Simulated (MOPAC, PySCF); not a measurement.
Acid–base and redox partners of C[GeH3]. All species are isolated molecules in the gas phase. Strings in code marks are SMILES.

Quantity: electronic energy of isomers of CH5Ge, doublet states, relative to `[CH3][GeH2]`, in kJ/mol. Semi-empirical values (MOPAC) are differences of heats of formation.

Level 1: PBE-D3(BJ)/def2-TZVP // PBE0-D3(BJ)/def2-TZVP (PySCF)
Level 2: PBE/6-31G* // PBE0-D3(BJ)/def2-TZVP (PySCF)
Level 3: AM1 // PBE0-D3(BJ)/def2-TZVP (MOPAC)
Level 4: PM3 // PBE0-D3(BJ)/def2-TZVP (MOPAC)

| species | level 2 | level 3 | level 4 |
|---|---|---|---|
| `[CH2][GeH3]` | 94.1 | 123.9 | 110.1 |

What does level 1 give for each?


- `[CH2][GeH3]`: 87.7
